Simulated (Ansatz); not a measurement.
Cost and result for the atomization energy of C$_{2}$H$_{7}$FOSi (`OCC(F)[SiH3]`) (12 atoms, 11 bonds).

Z-matrix (Å, degrees):
```
C
C 1 1.507
O 1 1.408 2 112.8
H 1 1.099 2 109.1 3 -124.2
H 1 1.093 2 108.9 3 118.3
Si 2 1.908 1 114.1 3 -49.3
F 2 1.406 1 108.3 3 70.7
H 2 1.097 1 109.1 3 -173.4
H 3 0.962 1 107.9 2 -61.2
H 6 1.486 2 108.4 1 -169.1
H 6 1.486 2 108.5 1 -50.6
H 6 1.482 2 110.6 1 71.0
```

Charge 0, multiplicity 1. All single points use the PBE0-D4/def2-TZVP geometry. It is one conformer, not always the lowest. Program: Ansatz. All runs use 4 threads of an Arm Neoverse N1 on a shared host. Times are those of one run each, without the atoms' runs, and a repeat can differ threefold. Electronic energies, without spin–orbit coupling; frozen cores. CCSD(T)/CBS adds CCSD(T) − MP2 in def2-TZVPP to the MP2 limit, and its time is that of the two runs behind it. T1 = 0.012. B3LYP takes the VWN-RPA correlation (the form of Gaussian; ORCA's B3LYP/G).

CCSD(T)/CBS is a level of theory with its own doubt, some kJ/mol a heavy atom from the limit and from the frozen cores, so smaller differences don't rank the functionals.

```tsv
level	functions	wall time
PBE-D4/def2-TZVPP (with forces)	264	4.2 s
PBE0-D4/def2-TZVPP	264	5 s
B3LYP-D4/def2-TZVPP (with forces)	264	8 s
r2SCAN-D4/def2-TZVPP (with forces)	264	8.5 s
B2PLYP/def2-TZVPP	264	9 s
ωB97X-V/def2-TZVPP	264	14 s
ωB97M-V/def2-TZVPP (with forces)	264	20 s
MP2/def2-QZVPP	508	42 s
CCSD(T)/def2-TZVPP	264	5.6 min
CCSD(T)/CBS(def2)	–	6.3 min
```

What atomization energy does each give, and how far from CCSD(T)/CBS? (Best estimate.)

The calculation gave: 
```
                             level  atomization (kcal/mol)  difference from CCSD(T)/CBS  per bond
   PBE-D4/def2-TZVPP (with forces)                  1040.0                         15.3       1.4
                PBE0-D4/def2-TZVPP                  1020.9                         -3.8      -0.4
 B3LYP-D4/def2-TZVPP (with forces)                  1021.8                         -2.9      -0.3
r2SCAN-D4/def2-TZVPP (with forces)                  1024.3                         -0.4       0.0
                 B2PLYP/def2-TZVPP                  1010.9                        -13.8      -1.3
                ωB97X-V/def2-TZVPP                  1027.7                          3.0       0.3
  ωB97M-V/def2-TZVPP (with forces)                  1026.4                          1.7       0.2
                    MP2/def2-QZVPP                  1027.4                          2.7       0.2
                CCSD(T)/def2-TZVPP                   998.1                        -26.6      -2.4
                 CCSD(T)/CBS(def2)                  1024.7                          0.0       0.0
```

From PBE to PBE0 (25 % exact exchange), in def2-TZVPP and without D4, the atomization energy moves by −18.3 kcal/mol: exact exchange takes away binding that semilocal exchange gives to molecules. In def2-TZVPP, CCSD(T) changes the Hartree–Fock value by +257.4 kcal/mol (the triples alone add +13.9 kcal/mol) and MP2 by +270.9 kcal/mol; breaking electron pairs costs correlation energy, which Hartree–Fock lacks. The D4 term adds +8.4 kcal/mol with B3LYP and +4.4 kcal/mol with PBE0; it sums over pairs of atoms, weighted by their polarisabilities, and B3LYP, whose exchange is more repulsive, gets the larger term.
